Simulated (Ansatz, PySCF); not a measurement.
Gas-phase reaction (SMILES): CO[Si](S)(OC)OC [trimethoxy(sulfanyl)silane] + [H][H] (H2) -> CO[SiH](OC)OC + S (H2S); hydrogen cleaves one Si-S bond, a model of a ligand-exchange step.

Geometries: B3LYP-D3(BJ)/def2-TZVP minima from Ansatz (an electronic-structure program), one conformer each, not searched for the lowest. Correlated levels leave the core frozen unless marked. Spin-orbit coupling is left out. Non-relativistic. CBS marks a two-point X^-3 extrapolation of the correlation energy; Hartree-Fock from the larger set. The bracket is a focal-point correction in the basis named. Thermal terms are rigid-rotor harmonic-oscillator values from B3LYP-D3(BJ) frequencies (Ansatz or PySCF) at 298.15 K and 1 atm. 1 Eh = 627.5095 kcal/mol.

| species | E, RI-MP2/CBS(aug-cc-pV(T+d)Z,aug-cc-pV(Q+d)Z)+[CCSD(T)-MP2]/aug-cc-pV(T+d)Z (Ansatz) (Eh) | E, r2SCAN-D4/def2-TZVPD (Ansatz + dftd4) (Eh) | H - E (Eh) |
|---|---|---|---|
| CO[Si](S)(OC)OC | -1032.69830 | -1033.78501 | 0.15199 |
| [H][H] (H2) | -1.17524 | -1.17100 | 0.01336 |
| CO[SiH](OC)OC | -634.88286 | -635.55972 | 0.14858 |
| S (H2S) | -398.97028 | -399.37410 | 0.01881 |

Q: Work out ΔE and ΔH at 298.15 K at the first level, then ΔH at the second.

A: 
1. ΔE = [(-634.88286) + (-398.97028)] - [(-1032.69830) + (-1.17524)] = 0.02040 Eh = 12.8 kcal/mol at RI-MP2/CBS(aug-cc-pV(T+d)Z,aug-cc-pV(Q+d)Z)+[CCSD(T)-MP2]/aug-cc-pV(T+d)Z.
2. The terms H - E add up to 0.00204 Eh, so ΔH = (0.02040 + (0.00204))×627.5095 = 14.1 kcal/mol.
3. At r2SCAN-D4/def2-TZVPD the same steps give ΔE = 13.9 and ΔH = 15.2 kcal/mol, a shift of +1.1 from the first level.
4. These values are not checked against measurement here, since the tables used lack a sound gas-phase enthalpy of formation for at least one species.
